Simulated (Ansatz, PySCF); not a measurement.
System: dimethoxyborane, C2H7BO2 (charge 0, singlet). 
Structure (B3LYP-D3(BJ)/def2-TZVP (Ansatz, a first-principles code) minimum search):
```
O
B 1 1.3595
O 2 1.3537 1 120.23
C 1 1.4199 2 122.05 3 -180.00
H 4 1.0909 1 109.03 2 -120.65
H 4 1.0909 5 108.84 1 118.82
H 4 1.0923 5 109.22 6 119.16
C 3 1.4263 2 120.99 1 0.00
H 8 1.0884 3 107.31 2 -180.00
H 8 1.0915 9 109.50 3 -120.51
H 8 1.0915 9 109.50 10 -118.99
H 2 1.1950 3 118.11 8 180.00
```
Charge 0, spin multiplicity 1.

Total electronic energies in hartree. Correlated levels leave the core frozen unless marked. No spin-orbit coupling. No relativistic terms. CBS marks a two-point X^-3 extrapolation of the correlation energy; Hartree-Fock from the larger set. The bracket is a focal-point correction in the basis named.

```csv
level,program,energy (Eh)
HF/aug-cc-pVTZ,Ansatz,-254.40265
TPSSh/def2-TZVPD,PySCF,-255.91620
r2SCANh-D4/def2-TZVPD,Ansatz + dftd4,-255.74596
HSE06-D3(BJ)/def2-TZVPD,Ansatz + dftd3,-255.59307
HSE06-D4/def2-TZVPD,Ansatz + dftd4,-255.59398
wB97M-V/def2-TZVPD,Ansatz,-255.79377
MP2/cc-pVTZ,Ansatz,-255.32356
RI-MP2/cc-pVQZ,Ansatz,-255.40767
"RI-MP2/CBS(cc-pVTZ,cc-pVQZ)+[CCSD(T)-MP2]/cc-pVTZ",Ansatz,-255.5280
```

Totals of different functionals don't rank their quality; only differences between species are comparable.
